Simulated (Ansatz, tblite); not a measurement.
Forces on `Sc1ccc(Sc2ccccc2)cc1` at its PBE-D4/def2-SVP geometry. The state is a singlet with charge 0.

The xTB rows come from tblite.

GFN2-xTB (tblite), largest force 0.96 eV/Å:

```xyz
24
positions Å, forces eV/Å
S    -3.047   -3.028   -2.997   -0.234    0.351    0.530
C    -1.777   -2.406   -1.924    0.731    0.313    0.505
C    -2.048   -1.640   -0.768    0.207   -0.150   -0.160
C    -1.004   -1.184    0.042    0.152   -0.115   -0.218
C     0.338   -1.453   -0.301   -0.720   -0.304   -0.563
S     1.699   -0.959    0.738   -0.261    0.232   -0.122
C     1.360    0.761    1.071   -0.140    0.852    0.250
C     1.809    1.280    2.304   -0.172    0.235   -0.208
C     1.635    2.640    2.597   -0.138   -0.174   -0.252
C     0.995    3.488    1.679    0.042   -0.405   -0.115
C     0.543    2.967    0.456    0.175   -0.184    0.219
C     0.732    1.614    0.141    0.138    0.007    0.335
C     0.609   -2.206   -1.460   -0.279    0.017    0.022
C    -0.436   -2.689   -2.257    0.036    0.220    0.249
H    -4.098   -2.514   -2.301    0.447   -0.204   -0.268
H    -3.087   -1.412   -0.487    0.620   -0.142   -0.184
H    -1.231   -0.605    0.949    0.144   -0.333   -0.553
H     2.288    0.609    3.034   -0.276    0.423   -0.507
H     1.990    3.035    3.562   -0.224   -0.247   -0.616
H     0.848    4.553    1.917    0.098   -0.674   -0.159
H     0.045    3.625   -0.274    0.310   -0.421    0.461
H     0.389    1.216   -0.825    0.199    0.221    0.577
H     1.653   -2.413   -1.739   -0.661    0.102    0.205
H    -0.205   -3.280   -3.157   -0.195    0.379    0.572
```

PBE-D4/def2-TZVP (Ansatz), largest force 0.33 eV/Å:

```
S -0.027 0.142 0.229
C 0.205 0.093 0.109
C 0.029 -0.027 -0.009
C 0.001 -0.029 -0.053
C -0.115 -0.081 -0.099
S -0.209 0.144 -0.087
C -0.010 0.173 0.042
C -0.031 0.016 -0.049
C -0.014 -0.011 -0.034
C 0.010 -0.051 -0.005
C 0.026 -0.031 0.017
C 0.017 0.006 0.050
C -0.038 0.029 0.036
C -0.053 0.010 0.034
H 0.167 -0.076 -0.103
H 0.291 -0.068 -0.081
H 0.068 -0.164 -0.261
H -0.140 0.193 -0.209
H -0.106 -0.115 -0.282
H 0.043 -0.307 -0.069
H 0.144 -0.189 0.211
H 0.102 0.113 0.288
H -0.297 0.060 0.072
H -0.063 0.170 0.250
```

r2SCAN-D4/def2-TZVP (Ansatz), largest force 0.57 eV/Å:

```
S -0.125 0.301 0.465
C 0.358 0.141 0.192
C 0.045 -0.038 -0.020
C 0.016 -0.057 -0.084
C -0.221 -0.147 -0.198
S -0.353 0.243 -0.147
C -0.027 0.332 0.096
C -0.052 0.041 -0.069
C -0.039 -0.025 -0.086
C 0.019 -0.109 -0.014
C 0.055 -0.057 0.057
C 0.031 0.023 0.081
C -0.074 0.043 0.049
C -0.069 0.033 0.059
H 0.364 -0.179 -0.243
H 0.518 -0.117 -0.141
H 0.118 -0.283 -0.450
H -0.240 0.338 -0.371
H -0.184 -0.202 -0.492
H 0.075 -0.541 -0.121
H 0.252 -0.333 0.369
H 0.176 0.196 0.491
H -0.525 0.100 0.134
H -0.119 0.298 0.443
```
